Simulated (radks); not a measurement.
Results of a calculation; reference values are marked as such.
Problem. The mean radii <r> (bohr) of the occupied orbitals of an atom or ion are listed with their occupations. Code: a radial shooting solver on a logarithmic mesh with Libxc functionals. Model: non-relativistic Kohn-Sham, exchange-only LDA, spin-polarised, spherical densities, point nucleus.

| orbital | occ. | <r> |
|---|---|---|
| 1s up | 1 | 0.03388 |
| 1s down | 1 | 0.03388 |
| 2s up | 1 | 0.1474 |
| 2s down | 1 | 0.1474 |
| 2p up | 3 | 0.1260 |
| 2p down | 3 | 0.1260 |
| 3s up | 1 | 0.4039 |
| 3s down | 1 | 0.4036 |
| 3p up | 3 | 0.3965 |
| 3p down | 3 | 0.3962 |
| 3d up | 5 | 0.3703 |
| 3d down | 5 | 0.3699 |
| 4s up | 1 | 0.9950 |
| 4s down | 1 | 0.9912 |
| 4p up | 3 | 1.065 |
| 4p down | 3 | 1.061 |
| 4d up | 5 | 1.300 |

Name the element and its charge. Open shells, if any, are filled with parallel spins first.

Solution. Z = 45, rhodium, charge +4: Rh4+ in [Kr] 4d5. The 1s radius gives Z: for a bare nucleus <r> = 1.5/Z, 0.03333 bohr for Z = 45, and screening makes it slightly larger (0.03388 here). The occupations add up to 41, and the charge is Z minus that.
